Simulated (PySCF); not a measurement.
Ligands exchanged one at a time, Ga Br-NH2. Isolated molecules, 0 K electronic values unless said otherwise. One relaxed conformer stands for each flexible species; it need not be the lowest. Strings in code marks are SMILES.

All values below come from PySCF with CAM-B3LYP-D3(BJ)/def2-TZVP. All candidates: neutral, multiplicity 1. Delta-SCF ions had no search for a lower state. Excitations are Tamm–Dancoff values on a coarser integration grid. The basis has no diffuse functions, so Rydberg states are missing or too high.

The T1 excitation (TDA) is 5.19 eV and the HOMO–LUMO gap comes out as 9.09 eV. The vertical ionisation energy (Delta-SCF) is 10.21 eV.

Problem. Identify which member has these values.
(A) `[NH2][Ga]([NH2])[Br]`
(B) `[Br][Ga]([Br])[Br]`
(C) `[NH2][Ga]([Br])[Br]`
(D) `[NH2][Ga]([NH2])[NH2]`

Solution. C, `[NH2][Ga]([Br])[Br]`. The others give `[NH2][Ga]([NH2])[Br]`: 5.21 eV, 9.23 eV, 9.52 eV; `[Br][Ga]([Br])[Br]`: 5.04 eV, 8.75 eV, 10.94 eV; `[NH2][Ga]([NH2])[NH2]`: 5.25 eV, 9.16 eV, 9.04 eV
